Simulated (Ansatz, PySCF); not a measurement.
AlF4, charge -1. Atoms are numbered in the order given.

```xyz
5

Al     0.0000     0.0000     0.0000
F      0.9988     0.9988    -0.9988
F     -0.9988     0.9988     0.9988
F     -0.9988    -0.9988    -0.9988
F      0.9988    -0.9988     0.9988
```
Charge -1, spin multiplicity 1.

Geometry optimised at PBE-D3(BJ)/def2-SVPD. The isomer is the one that the SMILES or the coordinates give; other isomers of the formula were not compared.

Estimates of the vertical detachment energy (IE) of the anion in eV. Rows of orbital energies are one-electron estimates, which approximate functionals can put far too low.

```csv
level,IE
"−ε(HOMO), −ε(LUMO), CAM-B3LYP/def2-SVPD (PySCF)",7.22
"−ε(HOMO), −ε(LUMO), PBE/def2-SVPD (PySCF)",[?]
"ΔSCF, CAM-B3LYP/def2-SVPD (Ansatz), final states of multiplicity 2",8.44
"ΔSCF, PBE/def2-SVPD (Ansatz), final states of multiplicity 2",6.95
```

Q: Fill in the missing entries. (The exact figures need the calculation; the answer reports its results.)

A: 
- −ε(HOMO), −ε(LUMO), PBE/def2-SVPD (PySCF), IE: 3.56

Q: What vertical singlet–triplet gap does ΔSCF give with CAM-B3LYP/def2-SVPD (Ansatz, a quantum-chemistry and plane-wave program) and with PBE/def2-SVPD (Ansatz)? (An estimate is asked for; the answer gives what the named calculation found.)

A: 8.97 and 7.28 eV (triplet above singlet where positive).
